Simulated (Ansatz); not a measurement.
`COC(C)(C)C#N` + H₂ → `COC(C)C` + `C#N` at 400 K and 1 bar (hydrogenolysis of a C–C bond).

Calculated with Ansatz (gas phase, PBE0-D4/def2-TZVP geometries, no zero-point term in ΔE). CCSD(T)/CBS is the MP2 limit (def2-TZVPP, def2-QZVPP) plus CCSD(T) − MP2 in def2-TZVPP, frozen cores. This one scheme is used for every species. One conformer a species, not always the lowest.

```
       species  CCSD(T)/CBS energy (Eh)  H − E (kJ/mol)  S (J/(mol·K))
`COC(C)(C)C#N`               -325.52841           393.5          409.1
            H₂                 -1.17544            38.0          139.0
     `COC(C)C`               -233.39375           390.2          367.1
         `C#N`                -93.32098            56.1          211.9
```

H − E and S are ideal-gas, rigid-rotor, harmonic terms from PBE0-D4/def2-TZVP, for one conformer and one mirror image of each species. The MP2-based limit puts H₂ 0.8 mEh under its directly extrapolated value; such offsets cancel only in part. 1 Eh = 2625.50 kJ/mol, R = 8.31446 J/(mol·K).

By hand: ΔE, ΔH, ΔS and ΔG.

ΔE = (-233.39375) + (-93.32098) − (-325.52841) − (-1.17544) = -0.01088 Eh = -28.6 kJ/mol. Δ(H − E) = 390.2 + 56.1 − 393.5 − 38.0 = 14.8, so ΔH = -13.8 kJ/mol. ΔS = 367.1 + 211.9 − 409.1 − 139.0 = 30.9 J/(mol·K). ΔG = -13.8 − 400 × (30.9)/1000 = -26.2 kJ/mol.

By hand: the equilibrium constant, and the temperature at which ΔG would vanish if ΔH and ΔS stayed fixed.

log₁₀ K = −ΔG/(RT ln 10) = 3.4. ΔH and −TΔS have one sign here, so there is no such temperature.

TΔS isn't small against ΔH here. A doubt of 5 kJ/mol in ΔE shifts log₁₀ K by 0.7 here. Other conformers and mirror images would add mixing entropy, several J/(mol·K) or more a flexible species. These are equilibria of isolated gas molecules and say nothing of rates. Largest T1 diagnostic: 0.014 (customary marks: 0.02 for closed shells, 0.045 for open ones).
